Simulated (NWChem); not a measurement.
# NbNH3O2F; SMILES [OH][Nb]([OH])(=[NH])[F]

```xyz
8

Nb     0.0062    -0.0148     0.0000
N      1.7382     0.1736     0.0000
H      2.7511     0.2327     0.0000
F     -0.4020    -1.8529     0.0000
O     -0.6881     0.8280     1.5447
H     -0.2722     1.2941     2.2754
O     -0.6881     0.8280    -1.5447
H     -0.2722     1.2941    -2.2754
```
Atoms are numbered in this order, from 1.

Structure relaxed at the PBE0/def2-SVP level. Not confirmed as a minimum by frequencies. def2 effective core potentials on Nb; no spin-orbit coupling.

Symmetry labels are those of Cs in the frame above (b1 and b2, or b-type labels, depend on it).

### Question
List the 6 lowest vertical singlet excitations from B3LYP/def2-SVP with def2 effective core potentials on Nb, full TDDFT (NWChem).

### Answer
```tsv
state	energy (eV)	oscillator strength	symmetry	leading excitation (squared amplitude)
S1	5.41	0.001	a"	HOMO → LUMO (0.87)
S2	5.70	0.003	a'	HOMO → LUMO+1 (0.48)
S3	5.74	0.000	a"	HOMO−1 → LUMO+1 (0.86)
S4	6.04	0.018	a'	HOMO → LUMO+1 (0.38)
S5	6.39	0.043	a'	HOMO → LUMO+2 (0.88)
S6	6.50	0.037	a"	HOMO−1 → LUMO+2 (0.84)
```
